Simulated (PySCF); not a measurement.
**`CC1=CCC=C1NC=O`, C₇H₉NO**

Cartesian coordinates in Å; atom numbers follow the order of the lines, from 1:
```xyz
18

C    -1.3205    1.8050    0.1407
C    -0.9520    0.3647    0.0242
C    -1.7702   -0.6932   -0.0692
C    -0.9746   -1.9522   -0.1678
C     0.4343   -1.4626   -0.1182
C     0.4268   -0.1224   -0.0074
N     1.5105    0.7527    0.0712
C     2.8152    0.3977    0.0488
O     3.2527   -0.7200   -0.0407
H    -0.9197    2.3760   -0.6977
H    -0.9300    2.2311    1.0657
H    -2.4018    1.9148    0.1436
H    -2.8445   -0.6765   -0.0750
H    -1.1825   -2.4923   -1.0944
H    -1.1940   -2.6368    0.6547
H     1.2945   -2.0995   -0.1654
H     1.2761    1.7314    0.1492
H     3.4710    1.2884    0.1259
```

Computed, not measured: GIAO KT3/pcSseg-1 magnetisability, rotational g tensor and spin-rotation constants, non-relativistic, gas phase in PySCF 2.14.0. Geometry: GFN2-xTB.

Question: What are the magnetisability and the molar susceptibility?

Answer: Isotropic -1211 × 10⁻³⁰ J/T², or -72.9 × 10⁻⁶ cm³/mol; principal values -1603, -1032, -998 × 10⁻³⁰ J/T², anisotropy 589 × 10⁻³⁰ J/T² (root of half the summed squared differences of the principal values). The susceptibility is in cgs units.

Question: Split it along the inertial axes a, b, c into diamagnetic and paramagnetic parts about the centre of mass, with the quadrupole moment.

Answer: 
| axis | χ (10⁻⁶ cm³/mol) | diamagnetic (10⁻⁶ cm³/mol) | paramagnetic (10⁻⁶ cm³/mol) | summed x² of all electrons (Å²) | quadrupole Θ (D Å) |
| --- | --- | --- | --- | --- | --- |
| a | -60.7 | -546.5 | 485.7 | 227.2 | -6.85 |
| b | -61.5 | -1025.7 | 964.2 | 114.2 | +10.15 |
| c | -96.5 | -1448.3 | 1351.8 | 14.6 | -3.30 |

Anisotropies 2χaa − χbb − χcc = +36.6 and 2χbb − χaa − χcc = +34.3 × 10⁻⁶ cm³/mol. Θ is traceless in Buckingham's convention.

Question: And the rotational g tensor?

Answer: 
| axis | rotational constant (GHz) | g | nuclear part | electronic part |
| --- | --- | --- | --- | --- |
| a | 2.8932 | -0.0391 | 0.6211 | -0.6602 |
| b | 1.2784 | -0.0228 | 0.5562 | -0.5791 |
| c | 0.8965 | +0.0021 | 0.5714 | -0.5693 |

Asymmetric top; isotopes 12C, 1H, 14N, 16O; no vibrational averaging.
